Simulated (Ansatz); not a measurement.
**Molecular dynamics, step by step**

SiN2H5Cl, singlet, PBE-D4/6-31G (Ansatz 0.2.0). Settings (timestep in fs, temperature in K, friction in 1/fs; T counts 27 degrees of freedom, while the starting velocities carry no drift of the centre of mass, so T starts below the set value):

```yaml
hamiltonian: {xc: pbe, dispersion: d4}
md: {n_steps: 40, timestep: 0.5, temperature: 300, ensemble: nvt_langevin, seed: 508, friction: 0.002, initial_velocities: maxwell_boltzmann}
```

Start, the saddle point found with PBE0-D4 in triple zeta (not stationary at another level):

| atom | x (Å) | y (Å) | z (Å) |
| --- | --- | --- | --- |
| Si1 | -0.3275 | -0.7045 | 0.1395 |
| N2 | 0.1651 | 1.0504 | 0.4589 |
| N3 | 0.0915 | -0.3949 | -1.4080 |
| H4 | 0.3963 | 0.8450 | -0.7058 |
| H5 | -1.7045 | -0.9234 | 0.6401 |
| Cl6 | 0.8334 | -1.8617 | 1.4089 |
| H7 | 0.9604 | 1.2163 | 1.0636 |
| H8 | -0.5617 | 1.7323 | 0.6393 |
| H9 | 0.1470 | -0.9595 | -2.2365 |

```csv
step,time (fs),potential energy less the start (meV),kinetic energy (meV),T (K)
0,0.00,0.0,310.2,267
2,1.00,28.9,272.7,234
4,2.00,67.7,242.0,208
6,3.00,74.0,236.7,203
8,4.00,34.2,259.9,223
10,5.00,-13.6,305.4,263
12,6.00,-27.7,314.8,271
14,7.00,-7.7,306.5,263
16,8.00,2.2,300.9,259
18,9.00,-23.5,329.4,283
20,10.00,-69.7,354.3,305
22,11.00,-121.0,397.8,342
24,12.00,-172.7,449.4,386
26,13.00,-210.7,444.9,382
28,14.00,-217.8,441.3,379
30,15.00,-208.1,436.4,375
32,16.00,-228.2,459.5,395
34,17.00,-275.0,492.8,424
36,18.00,-302.6,529.7,455
38,19.00,-300.8,528.5,454
40,20.00,-284.5,507.7,436
```

Step 2, positions (Å) and forces (eV/Å):

```tsv
atom	x	y	z	Fx	Fy	Fz
Si1	-0.324	-0.709	0.138	-2.329	-0.844	0.966
N2	0.166	1.053	0.456	-0.179	1.166	0.790
N3	0.087	-0.391	-1.407	0.719	0.139	-2.923
H4	0.402	0.847	-0.688	0.430	0.686	-0.862
H5	-1.696	-0.944	0.641	-0.576	-0.031	0.242
Cl6	0.833	-1.860	1.409	1.512	-1.454	1.679
H7	0.947	1.212	1.098	0.244	0.023	-0.037
H8	-0.579	1.740	0.654	0.141	-0.176	-0.198
H9	0.126	-0.983	-2.246	0.037	0.493	0.342
```

Step 20, positions (Å) and forces (eV/Å):

```json
{"atom": "Si1", "x": "-0.334", "y": "-0.749", "z": "0.137", "Fx": "-2.039", "Fy": "0.990", "Fz": "-1.702"}
{"atom": "N2", "x": "0.176", "y": "1.104", "z": "0.464", "Fx": "-0.362", "Fy": "-0.419", "Fz": "-0.904"}
{"atom": "N3", "x": "0.066", "y": "-0.351", "z": "-1.474", "Fx": "0.078", "Fy": "-0.165", "Fz": "-0.144"}
{"atom": "H4", "x": "0.542", "y": "1.065", "z": "-0.668", "Fx": "-0.627", "Fy": "-0.327", "Fz": "1.266"}
{"atom": "H5", "x": "-1.751", "y": "-1.099", "z": "0.691", "Fx": "0.478", "Fy": "0.406", "Fz": "-0.179"}
{"atom": "Cl6", "x": "0.854", "y": "-1.861", "z": "1.424", "Fx": "1.588", "Fy": "-1.283", "Fz": "1.669"}
{"atom": "H7", "x": "0.850", "y": "1.177", "z": "1.218", "Fx": "0.689", "Fy": "0.378", "Fz": "0.228"}
{"atom": "H8", "x": "-0.628", "y": "1.721", "z": "0.632", "Fx": "0.091", "Fy": "0.174", "Fz": "-0.146"}
{"atom": "H9", "x": "-0.002", "y": "-1.020", "z": "-2.252", "Fx": "0.104", "Fy": "0.245", "Fz": "-0.088"}
```

Step 38, positions (Å) and forces (eV/Å):

```tsv
atom	x	y	z	Fx	Fy	Fz
Si1	-0.384	-0.766	0.093	0.675	1.204	-2.262
N2	0.170	1.146	0.496	0.195	-0.199	-1.979
N3	0.052	-0.330	-1.549	-0.399	-0.374	1.311
H4	0.626	1.251	-0.500	-0.878	-0.609	0.922
H5	-1.722	-1.030	0.715	-0.337	0.201	0.160
Cl6	0.900	-1.887	1.469	0.502	-0.294	0.531
H7	0.876	1.341	1.182	0.507	-0.010	1.102
H8	-0.618	1.792	0.554	-0.252	0.176	0.227
H9	-0.062	-0.978	-2.340	-0.014	-0.095	-0.012
```

Last step (40):

```
9
angstrom
Si -0.3893 -0.7661 0.0833
N 0.1681 1.1488 0.5004
N 0.0485 -0.3292 -1.5534
H 0.6427 1.2613 -0.5113
H -1.7308 -1.0075 0.7227
Cl 0.9056 -1.8902 1.4750
H 0.8805 1.3625 1.1928
H -0.6310 1.8104 0.5596
H -0.0716 -0.9846 -2.3574
```

The run took about 60 s on 4 CPU threads of an AMD EPYC (shared host).
